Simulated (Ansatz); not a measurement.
`F[SiH](Cl)O[SiH3]` + CH₃SH → `CS[SiH](F)Cl` + `O[SiH3]` at 700 K and 1 bar (ligand exchange at the Si–O bond).

Isolated molecules relaxed with PBE0-D4/def2-TZVP in Ansatz; ΔE leaves out vibrations. CCSD(T)/CBS is the MP2 limit (def2-TZVPP, def2-QZVPP) plus CCSD(T) − MP2 in def2-TZVPP, frozen cores. This one scheme is used for every species. One conformer a species, not always the lowest.

| species | CCSD(T)/CBS energy (Eh) | H − E (kJ/mol) | S (J/(mol·K)) |
| --- | --- | --- | --- |
| `F[SiH](Cl)O[SiH3]` | -1215.52253 | 193.8 | 499.2 |
| CH₃SH | -438.22835 | 160.2 | 309.0 |
| `CS[SiH](F)Cl` | -1287.03339 | 214.4 | 472.8 |
| `O[SiH3]` | -366.69042 | 144.6 | 321.6 |

H − E and S are ideal-gas, rigid-rotor, harmonic terms from PBE0-D4/def2-TZVP, for one conformer and one mirror image of each species. 1 Eh = 2625.50 kJ/mol, R = 8.31446 J/(mol·K).

Q: By hand: ΔE, ΔH, ΔS and ΔG.

A: ΔE = (-1287.03339) + (-366.69042) − (-1215.52253) − (-438.22835) = 0.02707 Eh = 71.1 kJ/mol. Δ(H − E) = 214.4 + 144.6 − 193.8 − 160.2 = 5.0, so ΔH = 76.1 kJ/mol. ΔS = 472.8 + 321.6 − 499.2 − 309.0 = -13.8 J/(mol·K). ΔG = 76.1 − 700 × (-13.8)/1000 = 85.8 kJ/mol.

Q: By hand: the equilibrium constant, and the temperature at which ΔG would vanish if ΔH and ΔS stayed fixed.

A: log₁₀ K = −ΔG/(RT ln 10) = -6.4. ΔH and −TΔS have one sign here, so there is no such temperature.

The number of gas molecules stays the same, so ΔS is small and ΔH decides. A doubt of 5 kJ/mol in ΔE shifts log₁₀ K by 0.4 here. Other conformers and mirror images would add mixing entropy, several J/(mol·K) or more a flexible species. Modes under 60 cm⁻¹, often nearly free rotors, make the harmonic entropy too high. These are equilibria of isolated gas molecules and say nothing of rates. Largest T1 diagnostic: 0.011 (customary marks: 0.02 for closed shells, 0.045 for open ones).
